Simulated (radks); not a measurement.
Results of a calculation; reference values are marked as such.
Spherical quantum dot in the effective-mass picture: electrons in a parabolic well V = omega^2 r^2 / 2 with omega = 0.245, all in effective atomic units (hartree* = m*/eps^2 hartree, bohr* = eps/m* bohr), one dielectric constant everywhere. Level of theory: non-relativistic Kohn-Sham, LDA (Slater exchange, Perdew-Wang correlation), spin-polarised, spherical densities (a radial shooting solver with Libxc functionals). Levels are named by radial order and angular momentum (1s, 1p, 1d, 2s, ...), and open shells are averaged over m. Results are scaled to m* = 0.161 and eps = 14.9, for which hartree* = 19.73 meV and bohr* = 4.897 nm. Each electron was tried in the lowest free levels, single moves between levels near the top were tried too, and the lowest total energy was kept; such a search can miss a lower state. At N = 1 the Hartree and exchange-correlation terms need not cancel, so that row can carry a self-interaction error.

N,open shells,2S,E (meV),addition energy mu(N+1) - mu(N) (meV),e(HOMO) (meV),rms radius (nm)
1,"1s(up 1, down 0)",1,7.45270,6.474,10.137,12.28
2,none,0,21.3793,8.338,16.422,13.70
3,"1p(up 1, down 0)",1,43.6436,4.188,24.360,15.66
4,"1p(up 2, down 0)",2,70.0963,4.122,28.532,16.92
5,"1p(up 3, down 0)",3,100.671,4.856,32.598,17.92
6,"1p(up 3, down 1)",2,136.102,3.668,37.269,18.83
7,"1p(up 3, down 2)",1,175.201,3.622,40.921,19.62
8,none,0,217.923,6.064,44.509,20.33
9,"1d(up 1, down 0)",1,266.709,3.240,50.413,21.15
10,"1d(up 2, down 0)",2,318.734,3.194,53.631,21.88
11,"1d(up 3, down 0)",3,373.954,3.145,56.801,22.53
12,"1d(up 4, down 0)",4,432.319,3.095,59.920,23.14
13,"1d(up 5, down 0)",5,493.779,3.703,62.990,23.70
14,"1d(up 5, down 1)",4,558.941,2.917,66.626,24.25
15,"1d(up 5, down 2)",3,627.021,2.886,69.528,24.76
16,"1d(up 5, down 3)",2,697.986,2.853,72.398,25.24
17,"1d(up 5, down 4)",1,771.805,2.818,75.234,25.71
18,none,0,848.442,3.385,78.034,26.15
19,"2s(up 1, down 0)",1,928.463,3.151,81.429,26.59
20,none,0,1011.64,3.673,84.559,27.01
21,"1f(up 1, down 0)",1,1098.48,2.591,88.145,27.45
22,"1f(up 2, down 0)",2,1187.92,2.567,90.724,27.87
23,"1f(up 3, down 0)",3,1279.92,2.543,93.278,28.27
24,"1f(up 4, down 0)",4,1374.47,2.519,95.809,28.66
25,"1f(up 5, down 0)",5,1471.53,2.495,98.316,29.04
26,"1f(up 6, down 0)",6,1571.09,2.473,100.80,29.40
27,"1f(up 7, down 0)",7,1673.12,2.952,103.26,29.75
28,"1f(up 7, down 1)",6,1778.11,2.395,106.18,30.10
29,"1f(up 7, down 2)",5,1885.49,2.378,108.57,30.44
30,"1f(up 7, down 3)",4,1995.24,2.360,110.94,30.76
31,"1f(up 7, down 4)",3,2107.36,2.343,113.29,31.08
32,"1f(up 7, down 5)",2,2221.82,2.325,115.63,31.40
33,"1f(up 7, down 6)",1,2338.61,2.308,117.94,31.70
34,none,0,2457.70,3.068,120.24,32.00
35,"2p(up 1, down 0)",1,2579.86,2.294,123.31,32.30
36,"2p(up 2, down 0)",2,2704.31,2.285,125.60,32.59
37,"2p(up 3, down 0)",3,2831.05,2.600,127.88,32.88
38,"2p(up 3, down 1)",2,2960.39,2.230,130.46,33.16
39,"2p(up 3, down 2)",1,3091.96,2.222,132.68,33.44
40,none,0,3225.76,2.498,134.90,33.71
41,"1g(up 1, down 0)",1,3362.05,2.137,137.36,33.98
42,"1g(up 2, down 0)",2,3500.47,-,139.49,34.25

All shells are closed at N = 2, 8, 18, 20, 34, 40 (there: 1s2 1p6 1d10 2s2 1f14 2p6); the second difference of the energy has clear peaks (12 % above both neighbours; the first and last values, which can be the largest, are not judged, and half-filled shells can peak too) at N = 2, 5, 8, 13, 20, 27, 34, 37, 40.
